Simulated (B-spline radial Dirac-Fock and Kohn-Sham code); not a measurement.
# Muonic isotope shifts in nickel

Calculated with an atomic code on a B-spline grid, using the Dirac equation of a negative muon with reduced mass in the field of a spherical finite nucleus, with the Uehling potential to all orders; nuclear polarisation, deformation, hyperfine structure, self-energy, higher-order vacuum polarisation, relativistic recoil and electron screening are left out. Nuclear charge: Fermi distribution (skin thickness 2.3 fm); radii from Angeli and Marinova (2013). Reference ⁶¹Ni, radius 3.8225 fm: 2p3/2 → 1s1/2 1428 keV, 3d5/2 → 2p3/2 308.4 keV.

| A | radius (fm) | δ⟨r²⟩ (fm²) | shift 2p3/2 → 1s (keV) | shift 3d5/2 → 2p3/2 (keV) |
| --- | --- | --- | --- | --- |
| 58 | 3.7757 | -0.356 | +4.07 | -0.02 |
| 60 | 3.8118 | -0.082 | +0.92 | -0.01 |
| 62 | 3.8399 | +0.133 | -1.52 | 0.00 |
| 64 | 3.8572 | +0.266 | -3.00 | +0.02 |
